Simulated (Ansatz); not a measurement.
`CBN(C)C` + NH₃ → `CN(C)BN` + CH₄ at 700 K and 1 bar (ligand exchange at a B–C bond).

Calculated with Ansatz (gas phase, PBE0-D4/def2-TZVP geometries, no zero-point term in ΔE). CCSD(T)/CBS is the MP2 limit (def2-TZVPP, def2-QZVPP) plus CCSD(T) − MP2 in def2-TZVPP, frozen cores. This one scheme is used for every species. Each species was taken in one conformer, which may not be the lowest.

```tsv
species	CCSD(T)/CBS energy (Eh)	H − E (kJ/mol)	S (J/(mol·K))
`CBN(C)C`	-199.71235	436.6	470.7
NH₃	-56.50880	116.9	226.5
`CN(C)BN`	-215.79289	407.5	467.2
CH₄	-40.46206	145.9	224.0
```

H − E and S are ideal-gas, rigid-rotor, harmonic terms from PBE0-D4/def2-TZVP, for one conformer and one mirror image of each species. 1 Eh = 2625.50 kJ/mol, R = 8.31446 J/(mol·K).

By hand: ΔE, ΔH, ΔS and ΔG.

ΔE = (-215.79289) + (-40.46206) − (-199.71235) − (-56.50880) = -0.03380 Eh = -88.7 kJ/mol. Δ(H − E) = 407.5 + 145.9 − 436.6 − 116.9 = -0.1, so ΔH = -88.8 kJ/mol. ΔS = 467.2 + 224.0 − 470.7 − 226.5 = -6.0 J/(mol·K). ΔG = -88.8 − 700 × (-6.0)/1000 = -84.6 kJ/mol.

By hand: the equilibrium constant, and the temperature at which ΔG would vanish if ΔH and ΔS stayed fixed.

log₁₀ K = −ΔG/(RT ln 10) = 6.3. ΔG = 0 at ΔH/ΔS = 14800 K, far beyond where these terms or the molecules hold.

The number of gas molecules stays the same, so ΔS is small and ΔH decides. A doubt of 5 kJ/mol in ΔE shifts log₁₀ K by 0.4 here. Other conformers and mirror images would add mixing entropy, several J/(mol·K) or more a flexible species. Modes under 60 cm⁻¹, often nearly free rotors, make the harmonic entropy too high. These are equilibria of isolated gas molecules and say nothing of rates. Largest T1 diagnostic: 0.012 (customary marks: 0.02 for closed shells, 0.045 for open ones).
